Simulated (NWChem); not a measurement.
System: GeNH₄F; SMILES [GeH2]([F])[NH2]

Here is an NWChem input.

```
start job
memory heap 200 mb stack 900 mb global 1100 mb
geometry units angstroms noautosym nocenter noautoz
  Ge     0.291332    -0.083841    -0.023518
  N     -0.851245     1.331754    -0.113334
  F     -0.624563    -1.521121     0.389732
  H      1.301578     0.104722     1.131110
  H      0.907720    -0.374368    -1.411143
  H     -1.062232     1.726902    -1.020011
  H     -0.810186     2.033746     0.613484
end
basis spherical
  * library def2-svpd
end
dft
  xc b3lyp
  iterations 150
end
property
  response 1 0.0
end
task dft property
```

The geometry was optimised at B3LYP/6-31G* (spherical d). B3LYP is NWChem's, with the RPA form of VWN correlation.

Static field.

### Question
Give the results of this calculation. (B3LYP/def2-SVPD.) Quantities: isotropic polarisability (bohr³); anisotropy (bohr³).

### Answer
```yaml
isotropic polarisability (bohr³): 40.2
anisotropy (bohr³): 5.9
```
